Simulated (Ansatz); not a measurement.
Isolated molecules relaxed with PBE0-D4/def2-TZVP in Ansatz; ΔE leaves out vibrations. CBS: MP2 limit from def2 TZ/QZ plus the TZ coupled-cluster correction, frozen cores. Functionals use def2-TZVPP. B3LYP here is the variant with VWN-RPA as its local correlation; programs differ in this. def2 core potentials past Kr. For Se, Sn outer-core shells are correlated without core-valence functions, which leaves a few kJ/mol of doubt a bond. Scalar relativity is left out up to krypton. One conformer a species, not always the lowest.

Reaction (ligand exchange at the Si–C bond): `[SiH3]C[O][SnH3]` + `N[SiH2][SeH]` → `N[SiH2][Se][SiH3]` + `C[O][SnH3]`

`[SiH3]C[O][SnH3]`:

Cartesian coordinates in Å:
```
Si -0.965 -0.582 -1.913
C 0.283 -0.055 -0.596
O -0.401 0.037 0.636
Sn 0.601 0.568 2.250
H -0.281 -0.691 -3.233
H -1.550 -1.902 -1.563
H -2.054 0.424 -2.016
H 0.738 0.904 -0.894
H 1.105 -0.788 -0.564
H -0.566 0.554 3.483
H 1.840 -0.588 2.468
H 1.251 2.118 1.943
```

`N[SiH2][SeH]`:

```xyz
8

N     1.339   -0.148   -0.170
Si   -0.340   -0.326   -0.452
Se   -1.746    1.268    0.407
H     1.817    0.687   -0.468
H     1.733   -0.500    0.688
H    -0.712   -1.651    0.098
H    -0.617   -0.219   -1.904
H    -1.475    0.888    1.800
```

`N[SiH2][Se][SiH3]`:

```xyz
11

N     1.104    1.590   -0.704
Si    0.964    0.695    0.747
Se   -1.153    0.136    1.445
Si   -1.412   -1.484   -0.125
H     1.008    1.113   -1.587
H     0.716    2.518   -0.758
H     1.723   -0.563    0.549
H     1.491    1.511    1.865
H    -2.856   -1.816   -0.197
H    -0.635   -2.702    0.220
H    -0.952   -0.998   -1.455
```

`C[O][SnH3]`:

Cartesian coordinates in Å:
```
C -0.826 -0.889 0.806
O -0.169 0.349 0.847
Sn 0.831 0.953 -0.735
H -1.322 -1.049 1.769
H -0.136 -1.730 0.644
H -1.599 -0.932 0.024
H 2.040 -0.214 -1.051
H 1.457 2.461 -0.269
H -0.277 1.052 -2.033
```

```json
{"level": "PBE-D4", "ΔE (kJ/mol)": "-80.0", "difference from CCSD(T)/CBS": "1.6"}
{"level": "r2SCAN-D4", "ΔE (kJ/mol)": "-81.9", "difference from CCSD(T)/CBS": "-0.3"}
{"level": "B3LYP-D4", "ΔE (kJ/mol)": "-77.9", "difference from CCSD(T)/CBS": "3.7"}
{"level": "ωB97X-V", "ΔE (kJ/mol)": "-78.3", "difference from CCSD(T)/CBS": "3.3"}
{"level": "ωB97M-V", "ΔE (kJ/mol)": "-78.5", "difference from CCSD(T)/CBS": "3.1"}
{"level": "r2SCAN", "ΔE (kJ/mol)": "-81.4", "difference from CCSD(T)/CBS": "0.2"}
{"level": "PBE0", "ΔE (kJ/mol)": "-81.1", "difference from CCSD(T)/CBS": "0.5"}
{"level": "HF/def2-TZVPP", "ΔE (kJ/mol)": "-80.1", "difference from CCSD(T)/CBS": "1.5"}
{"level": "SCS-MP2/def2-TZVPP", "ΔE (kJ/mol)": "-81.1", "difference from CCSD(T)/CBS": "0.5"}
{"level": "CCSD/def2-TZVPP", "ΔE (kJ/mol)": "-77.4", "difference from CCSD(T)/CBS": "4.2"}
{"level": "CCSD(T)/def2-TZVPP", "ΔE (kJ/mol)": "-78.0", "difference from CCSD(T)/CBS": "3.6"}
{"level": "HF/def2-QZVPP", "ΔE (kJ/mol)": "-79.7", "difference from CCSD(T)/CBS": "1.9"}
{"level": "MP2/def2-QZVPP", "ΔE (kJ/mol)": "-86.4", "difference from CCSD(T)/CBS": "-4.8"}
{"level": "HF/CBS(def2)", "ΔE (kJ/mol)": "-79.6", "difference from CCSD(T)/CBS": "2.0"}
{"level": "MP2/CBS(def2)", "ΔE (kJ/mol)": "-88.1", "difference from CCSD(T)/CBS": "-6.5"}
{"level": "CCSD/CBS(def2)", "ΔE (kJ/mol)": "-81.0", "difference from CCSD(T)/CBS": "0.6"}
{"level": "CCSD(T)/CBS", "ΔE (kJ/mol)": "-81.6", "difference from CCSD(T)/CBS": "0"}
```

Largest T1 diagnostic among the species: 0.014.

The D4 term adds −4.3 kJ/mol with B3LYP and −2.3 kJ/mol with PBE0; it sums over pairs of atoms, weighted by their polarisabilities, and B3LYP, whose exchange is more repulsive, gets the larger term. From PBE to PBE0 (25 % exact exchange), in def2-TZVPP and without D4, ΔE moves by −3.7 kJ/mol.
